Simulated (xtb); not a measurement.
ethylenediamine (C₂H₈N₂), singlet, geometry from GFN2-xTB. Base run: GFN2-xTB (xtb).

Geometry (Å):
```xyz
12

N      1.8039     0.3863    -0.2244
C      0.5569     0.1770     0.4922
C     -0.5549    -0.1845    -0.4918
N     -1.7593    -0.5507     0.2345
H      2.5523     0.5999     0.4253
H      1.7148     1.1710    -0.8624
H      0.2389     1.0536     1.0850
H      0.6970    -0.6591     1.1808
H     -0.2341    -1.0496    -1.0761
H     -0.7028     0.6591    -1.1899
H     -2.4933    -0.8180    -0.4120
H     -2.0967     0.2390     0.7760
```
Charge 0, spin multiplicity 1.
All else is at xtb's defaults.
Base energy -14.16888 Eh.

Variants of this job, named by their change:

| change | ΔE vs base (mEh) | HOMO-LUMO gap (eV) | dipole (D) | SCF cycles |
|---|---|---|---|---|
| base | 0.000 | 10.50 | 2.33 | 8 |
| etemp = 10000 | -0.472 | 10.51 | 2.33 | 9 |
| acc = 0.1 | 0.000 | 10.50 | 2.33 | 10 |
| file = coord | 0.000 | 10.50 | 2.33 | 8 |
| etemp = 1000 | 0.000 | 10.50 | 2.33 | 8 |
| alpb = acetonitrile | -7.048 | 10.51 | 2.39 | 9 |
| acc = 1000 | 0.001 | 10.50 | 2.33 | 5 |

ALPB and GBSA are two models with their own fitted parameters for each solvent, which aren't always the measured dielectric constant.
